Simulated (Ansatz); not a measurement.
Frontier orbitals of F3HMoOS, SMILES `[OH][Mo]([F])([F])([F])=[S]`.

```xyz
7

O     1.442   -0.335   -0.361
Mo   -0.317   -0.041    0.124
F     0.298    1.057    1.480
F    -0.781   -0.204   -1.659
F    -1.795    1.057    0.192
S    -0.884   -1.812    1.030
H     2.036    0.278   -0.806
```

Charge 0, multiplicity 1. Correlated methods include outer-core shells of Mo, which these sets cover unevenly. Mo: def2 effective core potential. The geometry is a stationary point of PBE0-D4/def2-TZVP. It is one conformer, not always the lowest. Basis def2-TZVPP, Ansatz.

A caution on the coupled-cluster cation, which keeps the state that its UHF reference found: large T1 diagnostic of the cation; spin contamination of the cation.

```
functional  HOMO (eV)  LUMO (eV)
     B3LYP      -8.79      -4.08
```

Q: Give HOMO and LUMO (eV) with LDA (SPW92), PBE, revPBE, BLYP, r2SCAN, B97M-V, PBE0, r2SCANh, r2SCAN0, HSE06 (plane-wave form), BHLYP, CAM-B3LYP, LC-ωPBE, ωB97X-V, ωB97M-V, HF. (Estimate.)

A: The calculation gave: 
```
             functional    HOMO   LUMO
            LDA (SPW92)   -7.87  -4.79
                    PBE   -7.67  -4.55
                 revPBE   -7.60  -4.46
                   BLYP   -7.53  -4.46
                 r2SCAN   -8.02  -4.62
                 B97M-V   -8.08  -4.61
                   PBE0   -9.04  -3.86
                r2SCANh   -8.52  -4.33
                r2SCAN0   -9.27  -3.88
HSE06 (plane-wave form)   -8.64  -4.24
                  BHLYP  -10.25  -2.97
              CAM-B3LYP  -10.34  -2.75
                LC-ωPBE  -11.62  -1.56
                ωB97X-V  -11.29  -1.63
                ωB97M-V  -11.17  -1.61
                     HF  -12.03  -0.49
```

B3LYP here is the variant with VWN-RPA as its local correlation; programs differ in this. LC-ωPBE has ω = 0.4 bohr⁻¹.
